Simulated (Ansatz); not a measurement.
System: C₃H₉BrO₃Si, net charge 0, singlet state. SMILES: O([Si](OC)(Br)OC)C
Geometry from a B3LYP-D3(BJ)/def2-TZVP (Ansatz, an electronic-structure program) optimisation:
```
Si
O 1 1.6162
C 2 1.4232 1 126.28
H 3 1.0888 2 107.63 1 178.91
H 3 1.0918 4 109.25 2 -120.27
H 3 1.0923 4 109.21 5 -119.46
O 1 1.6162 2 110.13 3 61.24
C 7 1.4232 1 126.28 2 -177.10
H 8 1.0888 7 107.63 1 178.91
H 8 1.0918 9 109.25 7 -120.27
H 8 1.0923 9 109.21 10 -119.46
O 1 1.6162 2 110.13 3 -177.10
C 12 1.4232 1 126.28 2 61.24
H 13 1.0888 12 107.63 1 178.91
H 13 1.0918 14 109.25 12 -120.27
H 13 1.0923 14 109.21 15 -119.46
Br 1 2.2503 2 108.80 3 -57.93
```

Wanted: vertical ionisation energy (to the doublet state of charge +1; each state is the SCF solution reached for its spin; the molecule has degenerate orbitals, so one determinant may break the symmetry), in eV. Valence correlation only, unless marked. UHF or UKS for open shells. No spin-orbit coupling. Frozen are the shells of the preceding noble gas and the d and f shells that filled before the atom's block. No relativistic terms. CBS(X,Y): correlation extrapolated as X^-3; Hartree-Fock from the larger set.

```tsv
level	program	vertical ionisation energy (eV)
HF/def2-SVPD	Ansatz	9.92
HF/def2-TZVPPD	Ansatz	9.83
r2SCAN/def2-TZVPD	Ansatz	9.71
B3LYP/def2-TZVPD	Ansatz	10.04
PBE0/def2-TZVPD	Ansatz	10.13
BHLYP/def2-TZVPD	Ansatz	10.56
wB97M-V/def2-TZVPD	Ansatz	10.59
B2PLYP/def2-TZVPD	Ansatz	10.41
MP2/def2-SVPD	Ansatz	10.70
RI-MP2/def2-TZVPPD	Ansatz	10.77
RI-MP2/def2-QZVPPD	Ansatz	10.87
RI-MP2/CBS(def2-TZVPPD,def2-QZVPPD)	Ansatz	10.94
CCSD/def2-SVPD	Ansatz	10.54
CCSD(T)/def2-SVPD	Ansatz	10.52
```
